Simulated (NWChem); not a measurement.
AlSiH₅O₂; SMILES [OH][AlH][O][SiH3]

```xyz
9

Al    -0.6365     1.2939     0.0090
H     -2.1559     1.6797     0.0414
O      0.4916     2.5584    -0.0144
H      1.4466     2.4868    -0.0338
O     -0.1363    -0.3280    -0.0020
Si     0.2088    -1.9367    -0.0019
H     -0.9590    -2.7289     0.4927
H      1.3790    -2.2153     0.8865
H      0.5432    -2.3941    -1.3856
```
Atoms are numbered in this order, from 1.

The geometry was optimised at PBE0/def2-SVP.

Task: Give the principal values of the shielding tensors (ppm) of Al1, O3, O5, Si6 from B3LYP/6-311G** (spherical d), GIAO (NWChem), with their diamagnetic and paramagnetic parts as GIAO splits them.

Result: 
```
atom    σ11    σ22    σ33  isotropic  diamagnetic  paramagnetic
----  -----  -----  -----  ---------  -----------  ------------
Al1   404.8  457.4  501.8      454.7        797.1        -342.4
O3    237.0  290.1  354.6      293.9        387.1         -93.2
O5    256.1  311.0  319.6      295.6        395.7        -100.1
Si6   348.9  350.3  469.4      389.5        879.4        -489.8
```
